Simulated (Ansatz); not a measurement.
Ansatz (a first-principles code) input (CCSD(T)/def2-TZVPPD):
A basis named .json is the Basis Set Exchange file of that set.

Ansatz 0.2 input:
```yaml
crystal:
  periodic: [false, false, false]
  atoms:
    - {symbol: Ge, position_ang: [-0.00000000, -0.00000000, -0.76210370]}
    - {symbol: Cl, position_ang: [0.00000000, 0.00000000, 1.43454814]}
basis:
  gaussian:
    orbitals: def2-TZVPPD.json
total_charge: -1
magnetization: {spin_polarized: true, initial_magnetization: 2}
correlation: {method: ccsd_t, electrons: outside_noble_gas}
```

Output:

```
Functional definition: HF
integrals: 0.20 GiB planned
644 factors; integrals over basis functions are off by at most 1.3e-3 eV
mean field: 0.41 GiB planned
mean field evaluation 1: about -68976.9152 eV, gradient 1.5e1 eV
mean field evaluation 2: about -68977.0298 eV, gradient 1.5e1 eV
mean field evaluation 4: about -68978.8155 eV, gradient 1.9e0 eV
mean field evaluation 8: about -68978.9130 eV, gradient 4.4e-1 eV
mean field evaluation 16: about -68978.9175 eV, gradient 9.9e-6 eV
mean field evaluation 32: about -68976.1201 eV, gradient 1.6e0 eV
mean field evaluation 64: about -68976.1687 eV, gradient 1.4e0 eV
mean field -68978.91746082 eV, -2534.9284610957 hartree, gradient 9.9e-6 eV, S^2 2.025385; 0 other end points of the search recorded, 0 dependent functions left out
19 core orbitals not correlated
reference -68978.91746082 eV, -2534.9284610957 hartree; 7, 5 occupied and 79, 81 virtual orbitals, 644 factors
second order -7.32816643 eV of doubles, -0.00000000 eV of singles
coupled cluster: 0.40 GiB planned
cycle   1  -7.83047488 eV  change   -5.0e-1 eV  update   6.5e-2
cycle   2  -8.04280994 eV  change   -2.1e-1 eV  update   2.3e-2
cycle   3  -8.07023200 eV  change   -2.7e-2 eV  update   1.1e-2
cycle   4  -8.06672482 eV  change    3.5e-3 eV  update   4.6e-3
cycle   5  -8.06695114 eV  change   -2.3e-4 eV  update   1.7e-3
cycle   6  -8.06731545 eV  change   -3.6e-4 eV  update   6.8e-4
cycle   7  -8.06735138 eV  change   -3.6e-5 eV  update   2.3e-4
cycle   8  -8.06741430 eV  change   -6.3e-5 eV  update   9.0e-5
cycle   9  -8.06742806 eV  change   -1.4e-5 eV  update   3.6e-5
cycle  10  -8.06741458 eV  change    1.3e-5 eV  update   1.4e-5
perturbative correction -0.36374254 eV, -0.0133672917 hartree
Total energy: -68987.34861794 eV, -2535.2383004049 hartree
```

This state (charge -1, triplet) is run at the relaxed geometry of the species with charge 0 and multiplicity 2.
